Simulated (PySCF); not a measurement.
Cards and structures have been mixed up. Pair them.

Structures:
1. `FC(F)(c1cc(Cl)n(C)n1)F`
2. `Clc1ccc2cnccc2c1`
3. `O=C1C[C@@H](Cl)C[C@@H](F)O1`
4. `C[Si](C)(C)C1=NN=CC(F)=C1`

Card P (geometry GFN2-xTB):
* Rotational constants A, B, C: 1.654, 0.579, 0.500 GHz
* Point group: C1
* Dipole moment (PBE0/pcSseg-1): 2.86 D
* 13C chemical shifts (computed TMS as zero) by class (GIAO PBE0/pcSseg-1): 175.2 (1 C), 171.7 (1 C), 145.0 (1 C), 121.0 (1 C), -1.3 (3 C) ppm
* HOMO energy (PBE0/pcSseg-1): -6.79 eV
* Isotropic shieldings of nuclei other than C and H, by class (GIAO PBE0/pcSseg-1): -211 (1 N), -206 (1 N), 298 (1 F), 352 (1 Si) ppm

Card Q (geometry GFN2-xTB):
* Rotational constants A, B, C: 2.851, 0.585, 0.485 GHz
* Dipole moment (PBE0/pcSseg-1): 0.81 D
* Point group: Cs
* Isotropic shieldings of nuclei other than C and H, by class (GIAO PBE0/pcSseg-1): -88 (1 N), 700 (1 Cl) ppm

Card R (geometry GFN2-xTB):
- Rotational constants A, B, C: 2.096, 0.524, 0.453 GHz
- Point group: Cs
- Isotropic shieldings of nuclei other than C and H, by class (GIAO PBE0/pcSseg-1): -84 (1 N), 37 (1 N), 248 (3 F), 776 (1 Cl) ppm
- HOMO energy (PBE0/pcSseg-1): -7.62 eV

Card S (geometry GFN2-xTB):
- Rotational constants A, B, C: 2.106, 1.045, 0.802 GHz
- HOMO energy (PBE0/pcSseg-1): -8.37 eV
- Isotropic shieldings of nuclei other than C and H, by class (GIAO PBE0/pcSseg-1): -147 (1 O), 86 (1 O), 294 (1 F), 735 (1 Cl) ppm
- Dipole moment (PBE0/pcSseg-1): 3.07 D
- Point group: C1
- 13C chemical shifts (computed TMS as zero) by class (GIAO PBE0/pcSseg-1): 170.8 (1 C), 109.1 (1 C), 54.8 (1 C), 43.9 (1 C), 43.5 (1 C) ppm

Each SMILES stands for a single optimised conformer of the isolated species, non-relativistic unless stated; the electronic structure was computed with PySCF and density fitting. NMR classes are plain means over equivalent atoms (diastereotopic ones count apart unless rotation or inversion swaps them), as if these changed places fast.

Question: Which card belongs to which structure?

Answer: P = 4, Q = 2, R = 1, S = 3. What ties each card to its structure:
- 1 (card R), C5H4ClF3N2, monoisotopic mass 184.0 u, 11 heavy atoms: an asymmetric top with C = 0.453 GHz, the lowest such constant on the cards.
- 2 (card Q), C9H6ClN, monoisotopic mass 163.0 u, 11 heavy atoms: an asymmetric top with C = 0.485 GHz; dipole 0.81 D.
- 3 (card S), C5H6ClFO2, monoisotopic mass 152.0 u, 9 heavy atoms: 5 C in 5 classes; the least shielded carbon (170.8 ppm) is an ester carbonyl carbon; an asymmetric top with C = 0.802 GHz, the highest such constant on the cards; dipole 3.07 D.
- 4 (card P), C7H11FN2Si, monoisotopic mass 170.1 u, 11 heavy atoms: 7 C in 5 classes; the least shielded carbon (175.2 ppm) is a substituted aromatic carbon; an asymmetric top with C = 0.500 GHz; dipole 2.86 D.
